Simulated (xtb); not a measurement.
ZnCl, SMILES [Zn+][Cl], charge +1. All values are semi-empirical tight-binding results from xtb (GFN2-xTB unless named), good for trends rather than for accurate numbers. Geometry: GFN2-xTB. The spin state was assumed, not searched.

Optimised geometry:

```xyz
2

Zn     0.0000     0.0000    -0.7324
Cl     0.0000     0.0000     1.2924
```
Charge +1, spin multiplicity 1.

For metal compounds this method's bond lengths and energies can be far off.

The point group as xtb finds it is C∞v. The orbital gap is 1.89 eV.

Computed atomic charges and the Wiberg bond orders between heavy atoms:
charges (e) Zn1 0.51, Cl2 0.49. Bond orders Zn1–Cl2 1.55.
